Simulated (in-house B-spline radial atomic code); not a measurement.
Te⁺ is squeezed into an impenetrable sphere of radius R (the orbitals vanish at R). Level of theory: scalar-relativistic (X2C) Hartree-Fock, spin-polarised, averaged over the determinants with the given up and down occupations, Fermi nucleus of rms radius 4.7423 fm; calculated with a B-spline radial code for spherical atoms.

Energies in eV above the free ion in [Kr] 4d10 5s2 5p3:

```
R (bohr)  highest level (eV)  [Kr] 4d10 5s2 5p3  [Ar] 3d9 4s2 4p6 4d10 5s2 5p3 5f1  [Kr] 4d10 5s1 5p4
    8.91               -18.8           0.001139                              599.3              9.387
    6.67               -18.8            0.08173                              604.6               9.51
    4.77               -17.5               2.36                              617.2              12.28
    4.47               -16.8              3.945                              621.6              14.12
    3.57               -11.6              18.41                              649.2              30.23
    2.98               -1.67              52.26                              699.4              66.72
    2.55                15.2              118.2                              785.5              136.3
    2.02                69.5              368.3                               1080              395.2
    1.73                 142              755.1                               1511              789.7
    1.33                 390               2380                               3262               2428
```

Question: Does [Ar] 3d9 4s2 4p6 4d10 5s2 5p3 5f1 fall below [Kr] 4d10 5s2 5p3 under compression?

Answer: No, it stays above over the whole range.

Question: Does [Kr] 4d10 5s1 5p4 fall below [Kr] 4d10 5s2 5p3 under compression?

Answer: No, it stays above over the whole range.

The highest level is first positive in the row R = 2.55 bohr, pushed up by confinement above the zero of the free ion's potential. Each configuration is held fixed and needn't be the lowest in the sphere.
